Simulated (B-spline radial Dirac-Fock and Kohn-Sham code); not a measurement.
# X-ray form factors of selenium in several charge states

The computed values come from a radial finite-basis atomic code: configuration-average Dirac-Fock orbitals.

Configurations: Se¹⁴⁺ [Ar] 3d2; Se¹⁵⁺ [Ar] 3d1; Se¹⁷⁺ [Ne] 3s2 3p5; Se¹⁸⁺ [Ne] 3s2 3p4. The first column is f₀ of Se¹⁴⁺, the others are differences from it.

| s (Å⁻¹) | Se¹⁴⁺ | Δ Se¹⁵⁺ | Δ Se¹⁷⁺ | Δ Se¹⁸⁺ |
| --- | --- | --- | --- | --- |
| 0 | 20.000 | -1.000 | -3.000 | -4.000 |
| 0.05 | 19.938 | -0.993 | -2.981 | -3.975 |
| 0.1 | 19.755 | -0.974 | -2.924 | -3.900 |
| 0.15 | 19.456 | -0.942 | -2.832 | -3.779 |
| 0.2 | 19.049 | -0.899 | -2.708 | -3.615 |
| 0.25 | 18.546 | -0.847 | -2.556 | -3.415 |
| 0.3 | 17.959 | -0.787 | -2.382 | -3.184 |
| 0.35 | 17.306 | -0.722 | -2.191 | -2.931 |
| 0.4 | 16.601 | -0.653 | -1.989 | -2.662 |
| 0.45 | 15.860 | -0.583 | -1.781 | -2.386 |
| 0.5 | 15.099 | -0.514 | -1.574 | -2.109 |
| 0.6 | 13.575 | -0.384 | -1.179 | -1.578 |
| 0.7 | 12.128 | -0.271 | -0.830 | -1.107 |
| 0.8 | 10.824 | -0.180 | -0.545 | -0.720 |
| 0.9 | 9.699 | -0.111 | -0.327 | -0.422 |
| 1 | 8.762 | -0.063 | -0.171 | -0.209 |
| 1.1 | 8.001 | -0.030 | -0.068 | -0.069 |
| 1.2 | 7.391 | -0.008 | -0.004 | +0.015 |
| 1.4 | 6.506 | +0.013 | +0.048 | +0.073 |
| 1.6 | 5.887 | +0.022 | +0.051 | +0.060 |
